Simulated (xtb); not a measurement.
C7H13O (SMILES CC[CH]CCC(C)=O), doublet, geometry from GFN2-xTB, atoms displaced at random by about 0.05 Å a coordinate. Base run: GFN1-xTB run with xtb.

xtb was given this input:
```
$ xtb mol.xyz --gfn 1 --uhf 1 --opt --json

# file mol.xyz
21

C      3.71349186    -0.02745021    -0.21803231
C      2.65255573     0.72480692     0.50466645
C      1.57746344    -0.12047959     0.82018854
C      0.36672735    -0.12860525    -0.09716202
C     -0.98619923     0.01178730     0.57940833
C     -2.16948794    -0.28039989    -0.30958435
C     -3.48746698     0.43937589     0.16020509
O     -2.07447880    -0.80180020    -1.37510219
H      4.64152119     0.66061837    -0.40892848
H      3.42359933    -0.40598614    -1.14948971
H      4.01762966    -0.91146483     0.27735374
H      3.13247889     1.07964514     1.49470642
H      2.42814583     1.59549407    -0.00117450
H      1.49795768    -0.75644895     1.71670463
H      0.33526542    -1.15750992    -0.69463052
H      0.33466254     0.66922600    -0.89624893
H     -1.07503298     1.01340510     0.96673534
H     -1.08825118    -0.74230970     1.42560779
H     -4.28721775    -0.08755851    -0.51941436
H     -3.42261131     1.40103515    -0.02331776
H     -3.63579173     0.20591403     1.18165034
```

The base run was repeated with changes; each row names its change, and settings that it needs were set with it.

| change | ΔE vs base (kcal/mol) | optimiser steps |
|---|---|---|
| base | 0.000 | 21 |
| opt level = sloppy | 0.118 | 6 |
| opt level = lax | 0.106 | 7 |
| engine = lbfgs | -0.008 | - |
| alpb = chcl3 | -8.61 | 19 |
| alpb = ch2cl2 | -8.75 | 20 |
| engine = inertial | 0.128 | - |
| opt level = vtight | -0.028 | 44 |
| opt level = loose | 0.118 | 6 |
| opt level = extreme | -0.029 | 59 |
